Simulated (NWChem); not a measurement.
# SnHF$_{3}$; SMILES [F][SnH]([F])[F]

def2 effective core potentials on Sn; no spin-orbit coupling.

Task: Give the equilibrium geometry at PBE0/def2-SVP with def2 effective core potentials on Sn (NWChem) as an XYZ file, with the point group.

Result: point group C3v; any orientation.
```
5

Sn     0.0000     0.0000    -0.2228
F      1.6256     0.6686     0.5380
F     -1.3918     1.0735     0.5380
F     -0.2338    -1.7421     0.5380
H      0.0000     0.0000    -1.9120
```
